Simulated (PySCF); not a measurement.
Structure problem from calculated spectra and properties.

Formula: C2H6SSi.

* Dipole: 1.85 D [CAM-B3LYP/def2-SVPD]
* Rotational structure: rotational constants A, B, C: 11.437, 2.077, 1.911 GHz [PBE0-D3(BJ)/def2-SVP]
* Polarisability: 74.5 au [CAM-B3LYP/def2-SVPD]
* Triplet: lowest triplet excitation (Tamm–Dancoff): 4.19 eV [TDA CAM-B3LYP/def2-SVPD]
* Valence photoelectron: vertical ionisation energy: 9.61 eV [ΔSCF CAM-B3LYP/def2-SVPD]
* 13C NMR: chemical shifts (computed TMS as zero) by class: 152.1 (1 C), 149.9 (1 C) ppm [GIAO CAM-B3LYP/pcSseg-2]
* UV, strongest line: among the 10 lowest singlet transitions: S4 at 7.06 eV (176 nm, f = 0.458) [TDDFT CAM-B3LYP/def2-SVPD]

Electronic properties: PySCF, gas phase, density fitting. Levels stand in brackets. Geometry: PBE0-D3(BJ)/def2-SVP, one conformer, isolated molecule. NMR classes are plain means over equivalent atoms (diastereotopic ones count apart unless rotation or inversion swaps them), as if these changed places fast.

Question: Propose a structure and show how it fits.

Answer: Numbering: `[CH2:1]=[CH:2][SiH2:3][SH:4]`. Its formula, C2H6SSi, gives 1 degree of unsaturation: 0 rings and 1 π bond in the structure found. 2 carbons fall into 2 classes; from least to most shielded: alkene CH carbon [C2] (152.1 ppm), terminal =CH2 carbon [C1] (149.9 ppm). The first electron is taken from the HOMO, whose largest Löwdin shares are 0.73 on the sulfur bonded to Si and H, 0.09 on the SiH2 silicon, 0.06 on the S–H hydrogen and 0.05 on the alkene CH carbon. The optimised geometry has point group C1 and is an asymmetric top. Structure: `C=C[SiH2]S`. Computed isomers that give other values at the same levels: `C=CS[SiH3]` (vertical ionisation energy: 8.76 eV). The assignments are read from this structure; whether some other isomer fits the data as well wasn't checked.

Conformer computed: `[CH2:1]=[CH:2][SiH2:3][SH:4]`: C1–C2–Si3–S4 121°, H–S4–Si3–C2 -60°.
